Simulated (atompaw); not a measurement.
## Reading a pseudo-wave (Mn (Z = 25))

Columns: radius, all-electron u(r) and pseudo u(r) of the 4p shell (level -10.47 eV) of manganese in the configuration [Ne] 3s2 3p6 3d5 4s0.5 4p0; PBE, scalar-relativistic, PAW (atompaw) scheme, atompaw 4.2.0.5.

| r (bohr) | all-electron | pseudo |
| --- | --- | --- |
| 0.069 | 0.0938 | -0.0008 |
| 0.138 | 0.1530 | -0.0031 |
| 0.208 | 0.1210 | -0.0068 |
| 0.277 | 0.0385 | -0.0114 |
| 0.346 | -0.0562 | -0.0165 |
| 0.415 | -0.1404 | -0.0215 |
| 0.485 | -0.2046 | -0.0258 |
| 0.554 | -0.2440 | -0.0287 |
| 0.623 | -0.2609 | -0.0295 |
| 0.692 | -0.2583 | -0.0276 |
| 0.762 | -0.2398 | -0.0225 |
| 0.831 | -0.2094 | -0.0138 |
| 0.900 | -0.1705 | -0.0012 |
| 0.969 | -0.1257 | 0.0155 |
| 1.038 | -0.0772 | 0.0364 |
| 1.108 | -0.0261 | 0.0615 |
| 1.177 | 0.0249 | 0.0899 |
| 1.246 | 0.0754 | 0.1215 |
| 1.315 | 0.1248 | 0.1557 |
| 1.385 | 0.1731 | 0.1922 |
| 1.454 | 0.2185 | 0.2295 |
| 1.523 | 0.2616 | 0.2671 |
| 1.592 | 0.3020 | 0.3043 |
| 1.662 | 0.3403 | 0.3409 |
| 1.731 | 0.3752 | 0.3753 |
| 1.800 | 0.4074 | 0.4074 |

Task: How many radial nodes do the two functions have?

Result: The all-electron 4p function has n − l − 1 = 2; the pseudo-wave has 1, since 1 lower shell of the same l stays in the valence.

Task: Is the pseudo-wave norm-conserving?

Result: No, it belongs to a PAW set: the norm inside the radius is not constrained, and the difference is carried by the augmentation charge.
